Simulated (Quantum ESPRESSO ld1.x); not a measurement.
Results of a calculation; reference values are marked as such.
Species: the mercury ion Hg60+. Configuration: [Ar] 3d2. Code: ld1.x of Quantum ESPRESSO 7.5. Model: Dirac Kohn-Sham, PBE, spin-unpolarised, spherical densities, point nucleus; open shells are shared between the two j in proportion to 2j + 1.

Normalised radial functions P(r) = r R(r) (large component), r in bohr:

| r | 3s1/2 | 3p3/2 | 3d5/2 |
|---|---|---|---|
| 0.002033 | 0.6535 | 0.0296 | 0.0003 |
| 0.002293 | 0.7022 | 0.0368 | 0.0004 |
| 0.002585 | 0.7518 | 0.0458 | 0.0006 |
| 0.002891 | 0.7984 | 0.0560 | 0.0008 |
| 0.00326 | 0.8477 | 0.0694 | 0.0011 |
| 0.003676 | 0.8952 | 0.0859 | 0.0015 |
| 0.004144 | 0.9394 | 0.1060 | 0.0022 |
| 0.004635 | 0.9761 | 0.1287 | 0.0030 |
| 0.005226 | 1.0086 | 0.1581 | 0.0042 |
| 0.005893 | 1.0314 | 0.1935 | 0.0058 |
| 0.006644 | 1.0418 | 0.2360 | 0.0081 |
| 0.007432 | 1.0373 | 0.2831 | 0.0110 |
| 0.008379 | 1.0139 | 0.3425 | 0.0153 |
| 0.009447 | 0.9675 | 0.4122 | 0.0213 |
| 0.01065 | 0.8943 | 0.4932 | 0.0293 |
| 0.01191 | 0.7986 | 0.5796 | 0.0395 |
| 0.01343 | 0.6638 | 0.6841 | 0.0541 |
| 0.01515 | 0.4935 | 0.8004 | 0.0737 |
| 0.01694 | 0.3022 | 0.9185 | 0.0979 |
| 0.0191 | 0.0640 | 1.0528 | 0.1319 |
| 0.02154 | -0.2039 | 1.1909 | 0.1766 |
| 0.02428 | -0.4930 | 1.3265 | 0.2346 |
| 0.02716 | -0.7706 | 1.4431 | 0.3036 |
| 0.03062 | -1.0595 | 1.5467 | 0.3966 |
| 0.03453 | -1.3176 | 1.6147 | 0.5126 |
| 0.03893 | -1.5183 | 1.6314 | 0.6548 |
| 0.04354 | -1.6281 | 1.5855 | 0.8133 |
| 0.04909 | -1.6356 | 1.4551 | 1.0116 |
| 0.05535 | -1.5053 | 1.2273 | 1.2380 |
| 0.06191 | -1.2457 | 0.9199 | 1.4706 |
| 0.06981 | -0.8189 | 0.4905 | 1.7344 |
| 0.07871 | -0.2555 | -0.0290 | 2.0000 |
| 0.08874 | 0.4050 | -0.6101 | 2.2491 |
| 0.09926 | 1.0559 | -1.1699 | 2.4470 |
| 0.1119 | 1.7190 | -1.7366 | 2.5992 |
| 0.1262 | 2.2679 | -2.2097 | 2.6665 |
| 0.1423 | 2.6315 | -2.5326 | 2.6306 |
| 0.1591 | 2.7625 | -2.6622 | 2.4968 |
| 0.1794 | 2.6710 | -2.6030 | 2.2515 |
| 0.2023 | 2.3714 | -2.3564 | 1.9216 |
| 0.2281 | 1.9313 | -1.9711 | 1.5418 |
| 0.2551 | 1.4699 | -1.5477 | 1.1794 |
| 0.2876 | 0.9995 | -1.0954 | 0.8212 |
| 0.3243 | 0.6122 | -0.7031 | 0.5241 |
| 0.3628 | 0.3492 | -0.4217 | 0.3154 |
| 0.409 | 0.1692 | -0.2171 | 0.1644 |
| 0.4612 | 0.0711 | -0.0978 | 0.0756 |
| 0.5199 | 0.0255 | -0.0379 | 0.0302 |
| 0.5816 | 0.0084 | -0.0135 | 0.0111 |
| 0.6557 | 0.0021 | -0.0037 | 0.0032 |
| 0.7393 | 0.0004 | -0.0008 | 0.0008 |
| 0.8336 | 0.0001 | -0.0001 | 0.0001 |
| 0.9324 | 0.0000 | 0.0000 | 0.0000 |
| 1.051 | 0.0000 | 0.0000 | 0.0000 |

3s1/2: eigenvalue -7314.8 eV, 2 radial nodes at r = 0.0197, 0.0826 bohr, <r> = 0.170 bohr, 90 % of the charge inside 0.249 bohr. 3p3/2: eigenvalue -6592.0 eV, 1 radial node at r = 0.0782 bohr, <r> = 0.173 bohr, 90 % of the charge inside 0.257 bohr. 3d5/2: eigenvalue -6166.6 eV, 0 radial nodes, <r> = 0.152 bohr, 90 % of the charge inside 0.232 bohr.
